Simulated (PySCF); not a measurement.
# Working out the ionisation energy of S⁺

S⁺ [Ne] 3s2 3p3 (4S) → S²⁺ [Ne] 3s2 3p2 (3P). Computed with PySCF 2.14 in cc-pV(T+d)Z, with the non-relativistic Hamiltonian (point nucleus). Frozen: [Ne]. Energies in hartree (1 hartree = 27.21139 eV):

| part | S⁺ (lower) | S²⁺ (upper) |
| --- | --- | --- |
| UHF | -397.170009 | -396.335049 |
| CCSD correlation | -0.109811 | -0.089700 |
| (T) | -0.003586 | -0.002180 |

Question: What does Hartree-Fock give?

Answer: (-396.335049) − (-397.170009) = 0.834960 hartree = 22.720 eV.

Question: What do CCSD and CCSD(T) give?

Answer: The CCSD correlation energies differ by 0.020111 hartree = 0.547 eV and the triples by 0.001406 hartree = 0.038 eV, so CCSD gives 23.267 eV and CCSD(T) 23.305 eV.

Reference: 23.338 eV (measured; NIST Atomic Spectra Database, ionization energies), between the lowest levels; spin-orbit coupling is absent from the calculation.

What remains against the reference includes basis incompleteness, the frozen core and higher excitations.
